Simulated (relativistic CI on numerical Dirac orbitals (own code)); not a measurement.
## Spin-allowed bands of a d3 ion in an octahedral site, by hand

Problem. A d3 ion in an octahedral site has a 4A2 ground term and spin-allowed bands at ν1 = 19850 and ν2 = 25752 cm⁻¹ (from a computed ligand-field model). Find Δ and the Racah parameter B, and predict the third band.

Working.
1. The F term splits into A2 (−1.2Δ), T2 (−0.2Δ) and T1 (+0.6Δ), so ν1 = E(T2) − E(A2) = Δ = 19850 cm⁻¹.
2. T1(F) mixes with T1(P), which lies at 15B, through an element 0.4Δ. The two roots, counted from A2, are ν2,3 = ½(15B + 3Δ) ∓ ½√[(15B − Δ)² + 12BΔ].
3. Solving the lower root for B gives B = (2ν1² + ν2² − 3ν1ν2)/(15ν2 − 27ν1) = -82321096/-149670 = 550 cm⁻¹.
4. The sum of the roots is 15B + 3Δ, so ν3 = 15B + 3ν1 − ν2 = 42048 cm⁻¹ (238 nm).

Check. The bands were computed by exact diagonalisation of the d3 shell with B = 550 and Δ = 19850 cm⁻¹, which gives ν3 = 42048 cm⁻¹. C does not enter the terms of highest spin.
